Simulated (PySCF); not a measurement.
## Curvature of the energy in the electron number along group 14, charge +1

Calculated with PySCF 2.14, in x2c-TZVPall, spin-free X2C: one orbital is emptied in steps, and each cell gives the departure of E from the straight line at half an electron, in eV (from a cubic fit). The exact functional gives zero.

```
species   orbital    LDA    PBE  r2SCAN   PBE0  BHandHLYP  LC-wPBE  wB97X   UHF
     C+  2p alpha  -1.77  -1.74   -1.57  -1.26      -0.80    -0.51  -0.57  0.17
    Si+  3p alpha  -1.08  -1.05   -0.97  -0.76      -0.50    -0.10  -0.17  0.09
    Ge+  4p alpha  -1.05  -1.01   -0.94  -0.73      -0.50    -0.08  -0.18  0.08
    Sn+  5p alpha  -0.93  -0.90   -0.83  -0.65      -0.45    -0.04  -0.14  0.07
```

How does the mean departure depend on the functional?

LDA -1.21 eV; PBE -1.17 eV; r2SCAN -1.08 eV; PBE0 -0.85 eV; BHandHLYP -0.56 eV; LC-wPBE -0.18 eV; wB97X -0.27 eV; UHF 0.10 eV. Semilocal functionals are convex (delocalisation error), Hartree-Fock is concave or straight, and exact exchange removes curvature roughly in proportion to its share, so among the functionals the range-separated hybrids usually come closest to zero.

No spin-orbit coupling is included.
